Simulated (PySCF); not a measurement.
Species: C₃H₁₀O₂SSi.
Cartesian coordinates in Å at the PBE0-D3(BJ)/def2-SVP level; atoms count from 1:
```
atom  x, y, z in Å
C1    -0.3376    2.4976    0.5408
O2    -0.3264    1.5373   -0.4837
Si3    0.2111   -0.0081   -0.3115
O4     1.7924    0.0377    0.1592
C5     2.6164   -1.0642    0.4286
S6    -0.8449   -1.0726    1.2136
C7    -2.4147   -1.3238    0.3188
H8     0.6828    2.8446    0.7746
H9    -0.7891    2.0975    1.4663
H10   -0.9322    3.3605    0.2063
H11   -0.0093   -0.6481   -1.6348
H12    2.1105   -1.8162    1.0595
H13    2.9436   -1.5601   -0.5025
H14    3.5132   -0.7129    0.9606
H15   -2.8662   -0.3648    0.0302
H16   -3.0952   -1.8429    1.0062
H17   -2.2701   -1.9483   -0.5742
```

All values: B3LYP/def2-SVPD (PySCF, non-relativistic), on one gas-phase PBE0-D3(BJ)/def2-SVP geometry that isn't relaxed in the solvent. The solvent is an IEF-PCM continuum (van der Waals radii × 1.2), and excitations are vertical TDDFT with non-equilibrium linear response and a frozen core. Specific hydrogen bonds and non-electrostatic terms are outside this model.

Gas-phase singlets (H = HOMO, L = LUMO):

```json
{"state": "S1", "E (eV)": "5.560", "λ (nm)": "223", "f": "0.001", "leading configurations": "H→L 97%"}
{"state": "S2", "E (eV)": "6.256", "λ (nm)": "198", "f": "0.044", "leading configurations": "H→L+1 95%"}
{"state": "S3", "E (eV)": "6.619", "λ (nm)": "187", "f": "0.005", "leading configurations": "H→L+2 34%, H-1→L 30%"}
{"state": "S4", "E (eV)": "6.693", "λ (nm)": "185", "f": "0.008", "leading configurations": "H→L+3 71%, H-1→L 14%"}
{"state": "S5", "E (eV)": "6.846", "λ (nm)": "181", "f": "0.035", "leading configurations": "H→L+2 48%, H-1→L 46%"}
```

Task: How does the list change in tetrahydrofuran (ε = 7.426)?

Result: 
| state | E (eV) | λ (nm) | f | leading configurations | change by rank (eV) |
| --- | --- | --- | --- | --- | --- |
| S1 | 5.646 | 220 | 0.002 | H→L 97% | +0.086 |
| S2 | 6.282 | 197 | 0.065 | H→L+1 94% | +0.026 |
| S3 | 6.673 | 186 | 0.013 | H→L+2 41%, H-1→L 32% | +0.054 |
| S4 | 6.752 | 184 | 0.007 | H→L+3 67%, H→L+2 28% | +0.059 |
| S5 | 6.893 | 180 | 0.056 | H-1→L 63%, H→L+2 23% | +0.047 |

Task: How does the list change in dimethylsulfoxide (ε = 46.83)?

Result: 
| state | E (eV) | λ (nm) | f | leading configurations | change by rank (eV) |
| --- | --- | --- | --- | --- | --- |
| S1 | 5.664 | 219 | 0.002 | H→L 97% | +0.104 |
| S2 | 6.284 | 197 | 0.068 | H→L+1 94% | +0.028 |
| S3 | 6.680 | 186 | 0.016 | H→L+2 48%, H-1→L 30% | +0.061 |
| S4 | 6.767 | 183 | 0.006 | H→L+3 68%, H→L+2 26% | +0.074 |
| S5 | 6.902 | 180 | 0.057 | H-1→L 65%, H→L+2 18% | +0.056 |

Task: The ground-state energy changes by -0.184 eV from gas to dimethylsulfoxide. By how much does the total energy of gas-phase S1 change?

Result: E(S1) = E(S0) + excitation energy, so it changes by -0.184 + 0.104 = -0.080 eV: it is lowered less than the ground state, which is what a blue shift means. This is the vertical state, with the slow part of the continuum still set for S0.

Task: How do the frontier levels move from gas to dimethylsulfoxide?

Result: 
```tsv
orbital	gas (eV)	solvent (eV)	change (eV)	Löwdin shares, gas	Löwdin shares, solvent
LUMO+2	0.69	0.65	-0.04	S6 16 %, Si3 14 %, O2 12 %, C1 11 %	S6 19 %, Si3 18 %, O2 18 %, O4 9 %
LUMO+1	0.33	0.35	+0.02	S6 23 %, Si3 13 %, C5 11 %, C1 9 %	S6 31 %, Si3 12 %, C1 10 %, C5 7 %
LUMO	-0.09	-0.02	+0.07	S6 39 %, C7 15 %, Si3 11 %, H16 6 %	S6 39 %, C7 14 %, Si3 13 %, H11 5 %
HOMO	-6.80	-6.86	-0.06	S6 71 %, C7 11 %, Si3 7 %	S6 71 %, C7 11 %, Si3 7 %
HOMO-1	-7.78	-7.82	-0.04	S6 33 %, O4 19 %, O2 13 %, Si3 11 %	S6 31 %, O4 22 %, Si3 11 %, O2 10 %
HOMO-2	-8.15	-8.19	-0.04	O2 34 %, O4 26 %, C1 10 %, C5 7 %	O2 34 %, O4 24 %, C1 10 %, C5 7 %
HOMO-3	-8.63	-8.68	-0.05	O2 37 %, O4 18 %, C1 10 %, S6 6 %	O2 32 %, O4 20 %, C1 10 %, C5 7 %
```

The HOMO–LUMO gap goes from 6.71 to 6.84 eV.

Time: 40 s of wall time; peak memory 1.1 GiB. Hardware: an Intel Xeon Platinum 8488C with one thread, shared host. This is the whole response run at B3LYP/def2-SVPD in dimethylsulfoxide, SCF included.
